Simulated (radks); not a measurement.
Charge is removed step by step from the 1s1/2 level of H, starting from 1s1. Calculated with a radial shooting solver on a logarithmic mesh with Libxc functionals: Dirac Kohn-Sham, PBE, spin-unpolarised, spherical densities, point nucleus.

removed (e) = 0: E - E(0) (eV) 0.000; eigenvalue (eV) -6.493
removed (e) = 0.1: E - E(0) (eV) 0.707; eigenvalue (eV) -7.659
removed (e) = 0.2: E - E(0) (eV) 1.533; eigenvalue (eV) -8.870
removed (e) = 0.3: E - E(0) (eV) 2.483; eigenvalue (eV) -10.119
removed (e) = 0.4: E - E(0) (eV) 3.558; eigenvalue (eV) -11.394
removed (e) = 0.5: E - E(0) (eV) 4.762; eigenvalue (eV) -12.681
removed (e) = 0.6: E - E(0) (eV) 6.094; eigenvalue (eV) -13.958
removed (e) = 0.7: E - E(0) (eV) 7.552; eigenvalue (eV) -15.189
removed (e) = 0.8: E - E(0) (eV) 9.128; eigenvalue (eV) -16.298
removed (e) = 0.9: E - E(0) (eV) 10.801; eigenvalue (eV) -17.083

The mean slope of the eigenvalue, de/dn, is 11.8 eV per electron.
